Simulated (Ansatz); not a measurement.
Ge(vinyl)2H2 (C4H8Ge), relaxed as a singlet with RKS PBE-D4/def2-SVP in Ansatz, starting from the GFN2-xTB geometry. Force threshold 0.02 eV/Å.

Start:

```
atom   x (Å)   y (Å)   z (Å)
 Ge1   0.729   0.318  -0.162
  C2   0.435  -1.509   0.461
  C3   0.753  -2.592  -0.228
  H4  -0.034  -1.621   1.431
  H5   1.221  -2.523  -1.198
  H6   0.569  -3.592   0.139
  C7  -0.959   1.281  -0.345
  C8  -1.277   2.365   0.343
  H9  -1.673   0.876  -1.051
 H10  -0.591   2.797   1.055
 H11  -2.224   2.872   0.228
 H12   1.451   0.259  -1.481
 H13   1.600   1.070   0.809
```

```tsv
step	energy (eV)	largest force component (eV/Å)	SCF passes
1	-60770.3490	0.984	18
2	-60770.4817	0.229	21
3	-60770.4820	0.162	19
4	-60770.4905	0.054	20
5	-60770.4908	0.018	22
```

Force components are those of the run's own axes.

End:

```xyz
13

Ge    0.728    0.317   -0.160
C     0.421   -1.510    0.466
C     0.772   -2.601   -0.238
H    -0.082   -1.638    1.443
H     1.275   -2.526   -1.218
H     0.576   -3.624    0.130
C    -0.969    1.270   -0.344
C    -1.268    2.386    0.347
H    -1.718    0.852   -1.042
H    -0.555    2.841    1.056
H    -2.239    2.901    0.237
H     1.461    0.218   -1.529
H     1.598    1.114    0.854
```

By distances, no bond broke or formed. The bond that changes most is Ge1–H13, from 1.51 to 1.56 Å (atoms count from 1).

No frequencies were taken in this run, so the end may be a saddle point.

Run time 7 s (2 threads of AMD EPYC 7R13 on a shared host).
